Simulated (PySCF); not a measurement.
C2H6BF2N, SMILES NB(CF)CF.

Geometry: B3LYP-D3(BJ)/def2-SVP. This is a generated structure with no PubChem entry under its InChIKey; it may be hypothetical. Other conformers were not sampled.

Two levels are set side by side: PBE/def2-TZVP (PySCF) and PBE0/def2-TZVP (PySCF). Same geometry, gas phase. Differences are taken from unrounded values.

```json
[
 {"quantity": "orbital gap (eV)", "PBE": "6.50"},
 {"quantity": "highest occupied level (eV)", "PBE": "-6.88"},
 {"quantity": "lowest empty level (eV)", "PBE": "-0.39"},
 {"quantity": "dipole moment (D)", "PBE": "0.36"},
 {"quantity": "mean polarisability (bohr³)", "PBE": "48.9"}
]
```

### Question
These are the PBE values. What does PBE0 give? (An estimate is asked for; the answer gives what the named calculation found.)

### Answer

```json
[
 {"quantity": "orbital gap (eV)", "PBE0": "9.14", "PBE minus PBE0": "-2.64"},
 {"quantity": "highest occupied level (eV)", "PBE0": "-8.53", "PBE minus PBE0": "1.64"},
 {"quantity": "lowest empty level (eV)", "PBE0": "0.62", "PBE minus PBE0": "-1.00"},
 {"quantity": "dipole moment (D)", "PBE0": "0.54", "PBE minus PBE0": "-0.18"},
 {"quantity": "mean polarisability (bohr³)", "PBE0": "46.8", "PBE minus PBE0": "2.2"}
]
```

PBE's occupied levels lie high since its potential decays too fast outside the molecule; exact exchange lowers them and widens the gap. PBE's more diffuse valence density responds more strongly to a field. Differences between two approximate levels are no errors against the true value.

Rough cost on one machine, each run with all the roots and properties that it gave: PBE0 against PBE within a factor of 2.
